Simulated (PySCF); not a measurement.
A structure optimised at B3LYP-D3(BJ)/def2-SVP, used in a PySCF frequency run:

```
Te
C 1 2.1902
H 2 1.0968 1 109.60
H 2 1.0968 3 111.00 1 -121.20
H 2 1.0976 3 109.95 4 -121.88
Si 1 2.5142 2 93.22 3 -61.02
H 6 1.4900 1 106.94 2 180.00
H 6 1.4921 7 109.76 1 120.50
H 6 1.4921 7 109.76 8 118.99
```

**Question.** Write its SMILES, formula and point group.

**Answer.** C[Te][SiH3], CH6SiTe, Cs

**Question.** What are its rotational constants (standard atomic weights)?

**Answer.** 6.8126, 2.8016, 2.0596 GHz
